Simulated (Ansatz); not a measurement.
GeH2MeBr (CH₅BrGe) was relaxed with PBE0-D4 (def2-SVP) in Ansatz in these states: charge +1 doublet, neutral singlet. The geometries follow in no particular order.

A:

```xyz
8

Ge   -0.381   -0.630   -0.681
H     0.718   -1.363   -1.445
H    -1.604   -0.036   -1.373
C     0.484    0.818    0.513
H     0.810    1.443   -0.341
H     1.313    0.375    1.075
H    -0.290    1.290    1.130
Br   -1.050   -1.897    1.123
```

B:

Cartesian coordinates in Å:
```
Ge 0.134 -0.840 -0.236
H -0.157 -1.174 -1.708
H -0.478 -1.901 0.693
C -0.405 0.964 0.237
H -1.490 1.082 0.088
H 0.124 1.691 -0.394
H -0.164 1.164 1.290
Br 2.436 -0.987 0.029
```

Problem. Judge from the bond lengths which geometry belongs to which state (an estimate).

Solution. A is the charge +1 doublet (Ge1–C4 2.067 Å, Ge1–Br8 2.305 Å, Ge1–H2 1.525 Å); B is the neutral singlet (Ge1–C4 1.941 Å, Ge1–Br8 2.322 Å, Ge1–H2 1.538 Å).
